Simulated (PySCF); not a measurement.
# Partial charges of `C1=C[Si@@H](NC2CCC2)OC1`

C7H13NOSi.
Numbering: `[CH:1]1=[CH:2][Si@@H:3]([NH:4][CH:5]2[CH2:6][CH2:7][CH2:8]2)[O:9][CH2:10]1` (hydrogens: H11 on C1; H12 on C2; H13 on Si3; H14 on N4; H15 on C5; H16, H17 on C6; H18, H19 on C7; H20, H21 on C8; H22, H23 on C10)

Structure used (GFN2-xTB), in Å, numbered top down from 1:
```
atom  x, y, z in Å
C1     3.3807   -0.5199   -0.8165
C2     2.1713   -0.5003   -1.3596
Si3    1.2022    0.8673   -0.4931
N4    -0.2026    0.5710    0.4371
C5    -1.4979    0.4050   -0.1398
C6    -2.7041    0.5405    0.8093
C7    -3.2954   -0.7496    0.2207
C8    -1.9618   -1.0294   -0.4882
O9     2.4235    1.1622    0.5612
C10    3.6098    0.4812    0.2741
H11    4.1990   -1.1731   -1.0815
H12    1.8813   -1.1652   -2.1549
H13    0.9341    2.0163   -1.3579
H14   -0.1061    0.0771    1.3128
H15   -1.5615    1.0727   -0.9990
H16   -3.3017    1.4421    0.7002
H17   -2.4119    0.4350    1.8524
H18   -3.6166   -1.4976    0.9426
H19   -4.1102   -0.5599   -0.4745
H20   -2.0158   -1.2717   -1.5469
H21   -1.3587   -1.7815    0.0172
H22    4.3706    1.2100   -0.0371
H23    3.9670   -0.0054    1.1906
```

Density: PBE0/pcSseg-1 (PySCF); schemes: Mulliken, IAO, Hirshfeld and ESP-fitted. One conformer (not necessarily the lowest) at the GFN2-xTB geometry, without solvent, vibrations or thermal averaging.

Tabulate the Mulliken, IAO, Hirshfeld and ESP-fitted charges.

In e:

| atom | environment | Mulliken | IAO | Hirshfeld | ESP-fitted |
| --- | --- | --- | --- | --- | --- |
| C1 | alkene CH carbon | -0.207 | -0.142 | -0.042 | +0.046 |
| C2 | alkene CH carbon | -0.412 | -0.488 | -0.166 | -0.623 |
| Si3 | oxygen-bound silicon | +1.024 | +1.216 | +0.423 | +1.033 |
| N4 | silicon-bound nitrogen | -0.593 | -0.668 | -0.239 | -1.171 |
| C5 | sp3 carbon bound to nitrogen | -0.137 | +0.004 | +0.022 | +0.702 |
| C6 | four-membered-ring carbon | -0.129 | -0.276 | -0.075 | -0.254 |
| C7 | four-membered-ring carbon | -0.246 | -0.270 | -0.074 | -0.097 |
| C8 | four-membered-ring carbon | -0.135 | -0.292 | -0.084 | -0.280 |
| O9 | silyl ether oxygen | -0.621 | -0.645 | -0.236 | -0.454 |
| C10 | sp3 carbon bound to oxygen | +0.130 | -0.055 | +0.002 | -0.038 |
| H11 | vinylic hydrogen | +0.099 | +0.149 | +0.052 | +0.092 |
| H12 | vinylic hydrogen | +0.105 | +0.156 | +0.041 | +0.210 |
| H13 | Si–H hydrogen | -0.132 | -0.172 | -0.089 | -0.170 |
| H14 | N–H hydrogen | +0.191 | +0.255 | +0.115 | +0.463 |
| H15 | methine hydrogen | +0.116 | +0.131 | +0.040 | -0.044 |
| H16 | methylene hydrogen | +0.126 | +0.137 | +0.038 | +0.054 |
| H17 | methylene hydrogen | +0.106 | +0.134 | +0.039 | +0.081 |
| H18 | methylene hydrogen | +0.119 | +0.135 | +0.036 | +0.053 |
| H19 | methylene hydrogen | +0.118 | +0.136 | +0.038 | +0.054 |
| H20 | methylene hydrogen | +0.118 | +0.132 | +0.034 | +0.052 |
| H21 | methylene hydrogen | +0.102 | +0.135 | +0.035 | +0.091 |
| H22 | methylene hydrogen | +0.130 | +0.144 | +0.044 | +0.091 |
| H23 | methylene hydrogen | +0.128 | +0.146 | +0.044 | +0.106 |

Mean size of the charges over all atoms: ESP-fitted 0.272 e, IAO 0.262 e, Mulliken 0.227 e, Hirshfeld 0.087 e. Each set sums to the total charge, 0, to within 0.001 e. The IAO scheme projects the occupied orbitals on a minimal set of polarised atomic orbitals and counts the electrons in each atom's part of it.

Lowest charge. The schemes don't all agree: Mulliken O9 (-0.621); IAO N4 (-0.668); Hirshfeld N4 (-0.239); ESP-fitted N4 (-1.171).

Highest charge. All schemes agree: Mulliken Si3 (+1.024); IAO Si3 (+1.216); Hirshfeld Si3 (+0.423); ESP-fitted Si3 (+1.033).

Sum the charges by element, for elements with more than one atom.

```csv
element,atoms,Mulliken,IAO,Hirshfeld,ESP-fitted
C,7,-1.135,-1.520,-0.416,-0.543
H,13,+1.325,+1.618,+0.468,+1.134
```

How many electrons does the Hirshfeld scheme count on O9?

Z − q = 8 − (-0.236) = 8.236.

How closely do the schemes follow one another over all atoms?

Correlation coefficient and root-mean-square difference: IAO with Hirshfeld 0.99, 0.243 e; Mulliken with IAO 0.98, 0.086 e; Mulliken with Hirshfeld 0.98, 0.194 e; Hirshfeld with ESP-fitted 0.89, 0.310 e; IAO with ESP-fitted 0.87, 0.210 e; Mulliken with ESP-fitted 0.81, 0.246 e.
